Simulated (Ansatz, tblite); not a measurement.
Cost and result up the ladder for SbMe3 (C₃H₉Sb) (13 atoms). The state is a singlet with charge 0. Geometry: PBE0-D4/def2-SVP.

```xyz
13

Sb   -1.143    0.229    0.291
C     0.379   -0.146    1.795
H     0.455    0.718    2.471
H     1.353   -0.319    1.315
H     0.104   -1.031    2.388
C     0.071    1.644   -0.822
H     1.080    1.236   -0.984
H     0.147    2.589   -0.265
H    -0.397    1.850   -1.796
C    -0.581   -1.471   -0.939
H    -1.063   -1.393   -1.924
H    -0.914   -2.404   -0.460
H     0.511   -1.501   -1.070
```

Ansatz on 4 threads of Arm Neoverse V2 on a shared host; xTB runs through tblite on one thread. Times are rough, summed over both states, and most runs start from the orbitals of an earlier one. PBE0-D4/def2-TZVP serves as the yardstick here, not as an exact answer. The other state is a triplet.

In the def2 sets Sb takes a core potential; there is no spin–orbit coupling. The xTB rows come from tblite. HOMO above LUMO, or a gap near zero within one spin, warns that the state may not be the lowest or that an electron is smeared out.

xTB has no spin-polarisation term.

```csv
level,functions,vertical triplet (eV),difference from PBE0-D4/def2-TZVP (eV),remarks
GFN1-xTB,39,6.00,1.39,–
PBE0-D4/def2-TZVP,197,4.61,0.00,–
r2SCAN-D4/def2-TZVP,197,4.57,-0.04,–
PBE-D4/def2-TZVP,197,4.54,-0.07,gap within one spin near zero (triplet)
GFN2-xTB,30,5.04,0.42,–
```

**Question.** Estimate how long each takes.

**Answer.** GFN2-xTB 0.007 s; GFN1-xTB 0.01 s; PBE-D4/def2-TZVP 7.5 s; PBE0-D4/def2-TZVP 11 s; r2SCAN-D4/def2-TZVP 18 s. On shared hardware such times vary by a factor of up to 3.
